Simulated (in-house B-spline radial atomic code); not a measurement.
**B97-1 excitations of Zr V (Zr4+)**

Method: B97-1. Computed with a B-spline radial code for spherical atoms: linear response of the closed shell [Ar] 3d10 4s2 4p6 with the functional's adiabatic kernel; non-relativistic, point nucleus, no spin-orbit coupling, no double excitations, S, P, D and F terms only; shells from n = 2 respond. Only terms of natural parity with L up to 3 were computed.

Without relativity these are model numbers for so heavy an element.

Command:
```bash
python run_td.py task.json out
```
Settings (radii: box in bohr, nucleus in fm):
```
Z                        40
electrons                36
configuration            [Ar] 3d10 4s2 4p6
hamiltonian              nr
method                   b97_1
box_radius               19.1
intervals                55
```

Cost of the run: 1.4 s on 1 thread of Intel(R) Xeon(R) Platinum 8559C (Emerald Rapids), on a shared host.

The lowest states, in the order of their Tamm-Dancoff energies; the method's threshold (minus the highest occupied level) is 74.42 eV. Labels give the largest channel, * marks a mixed state, and oscillator strengths are full-response dipole values. Semilocal kernels can invert the small singlet-triplet splittings of Rydberg terms. Energies in eV:

```json
{"state": "4p → 4d 3P", "full response": "29.865", "Tamm-Dancoff": "29.941", "oscillator strength": "-"}
{"state": "4p → 4d 3F", "full response": "?", "Tamm-Dancoff": "?", "oscillator strength": "-"}
{"state": "4p → 4d 1F", "full response": "32.36", "Tamm-Dancoff": "32.38", "oscillator strength": "-"}
{"state": "4p → 5s 3P", "full response": "?", "Tamm-Dancoff": "?", "oscillator strength": "-"}
```

Where does 4p → 5s 3P lie?

At 40.21 eV in full response, 40.23 eV in Tamm-Dancoff.

Where does 4p → 4d 3F lie?

At 30.29 eV in full response, 30.40 eV in Tamm-Dancoff.

How large is the singlet-triplet splitting of 4p → 4d (F terms) in Tamm-Dancoff?

1.97 eV, from the unrounded values.

What polarisabilities and dispersion coefficient does the method give?

Dipole 3.043 bohr³, quadrupole 6.166 bohr⁵, C6 11 hartree·bohr⁶ for two such species.
